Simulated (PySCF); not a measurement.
# Arsenic: a sound run and one with changed settings

Sound run: As⁺ [Ar] 3d10 4s2 4p2, As²⁺ [Ar] 3d10 4s2 4p1. Computed with PySCF 2.14 in x2c-SVPall (5s4p3d, 32 functions), with scalar relativity by spin-free X2C-1e. The sound run starts from symmetry-adapted Hartree-Fock orbitals and uses a fine grid where one is needed.

Changed run: initial guess sap, at most 5 SCF cycles. This setting is unsound on purpose.

```
species  method  sound run (hartree)  changed run (hartree)  converged
    As⁺     UHF          -2258.27608            -2258.27608         no
    As⁺    BP86          -2260.25894            -2260.25894         no
    As⁺    MN15          -2261.31526            -2261.31526         no
   As²⁺     UHF          -2257.61457            -2257.61457         no
   As²⁺    BP86          -2259.57359            -2259.57359         no
   As²⁺    MN15          -2260.62958            -2260.62958         no
```

The SCF was stopped early; the energies are upper bounds that still move, and correlated levels were skipped or rest on poor orbitals.
